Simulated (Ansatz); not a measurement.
Two members of one family (Series GaCl2X), computed with Ansatz in the gas phase. The two geometries come from different levels. Binding counts from free atoms in the multiplicity of their measured ground term, without zero-point energy. A dash marks a value that wasn't run or was left out as unsound. The structures are stationary points that may keep the symmetry of their start. Remarks come from the PBE and PBE0 runs and from stability tests at other levels; not every state was tested. HOMO above LUMO (over both spins in singlets and doublets, within one spin in higher multiplets; at PBE or PBE0), or a gap under 0.15 eV within one spin, warns that the state may not be the lowest or that an electron is smeared out.

First: GaCl2(NH2) (singlet, charge 0, PBE0-D4/def2-SVP geometry).

```xyz
6

Ga   -0.282   -0.117    0.650
Cl   -2.107    0.826    1.226
Cl    0.693   -1.413    2.036
N     0.424    0.181   -0.966
H     1.279   -0.253   -1.287
H    -0.008    0.777   -1.660
```

```
                level  HOMO (eV)  LUMO (eV)  gap (eV)  vertical IE (eV)  vertical triplet (eV)  binding per atom (eV)
LDA (SPW92)/def2-TZVP      -6.86      -2.30      4.56                 –                      –                   3.64
      PBE-D4/def2-SVP      -6.40      -1.74      4.66                 –                      –                   3.21
     PBE-D4/def2-TZVP      -6.66      -2.02      4.64              9.95                   4.91                   3.21
  r2SCAN-D4/def2-TZVP      -6.98      -1.71      5.27             10.06                   5.09                   3.17
    PBE0-D4/def2-TZVP      -8.07      -1.07      7.00             10.23                   5.23                   3.15
```

Remarks: gap within one spin near zero at PBE or PBE0 (+1 doublet), gap within one spin near zero at PBE or PBE0 (triplet).

Second: GaCl2(SiH3) (singlet, charge 0, PBE-D4/def2-SVP geometry).

```tsv
atom	x (Å)	y (Å)	z (Å)
Ga1	-0.8855	0.3496	-0.7990
Cl2	-1.8125	-1.0044	-2.2147
Cl3	-1.6685	2.3679	-0.9053
Si4	0.8343	-0.3226	0.7380
H5	1.7178	0.8517	1.0450
H6	1.6362	-1.4390	0.1335
H7	0.1781	-0.8032	2.0025
```

Question: Estimate the same table for the second.

Answer: 
```json
{"level": "LDA (SPW92)/def2-TZVP", "HOMO (eV)": "-7.42", "LUMO (eV)": "-3.08", "gap (eV)": "4.34", "vertical IE (eV)": "–", "vertical triplet (eV)": "–", "binding per atom (eV)": "3.19"}
{"level": "PBE-D4/def2-SVP", "HOMO (eV)": "-7.16", "LUMO (eV)": "-2.66", "gap (eV)": "4.50", "vertical IE (eV)": "–", "vertical triplet (eV)": "–", "binding per atom (eV)": "2.86"}
{"level": "PBE-D4/def2-TZVP", "HOMO (eV)": "-7.28", "LUMO (eV)": "-2.84", "gap (eV)": "4.44", "vertical IE (eV)": "9.96", "vertical triplet (eV)": "4.22", "binding per atom (eV)": "2.85"}
{"level": "r2SCAN-D4/def2-TZVP", "HOMO (eV)": "-7.59", "LUMO (eV)": "-2.71", "gap (eV)": "4.88", "vertical IE (eV)": "10.18", "vertical triplet (eV)": "4.27", "binding per atom (eV)": "2.89"}
{"level": "PBE0-D4/def2-TZVP", "HOMO (eV)": "-8.46", "LUMO (eV)": "-2.11", "gap (eV)": "6.36", "vertical IE (eV)": "10.33", "vertical triplet (eV)": "4.46", "binding per atom (eV)": "2.84"}
```
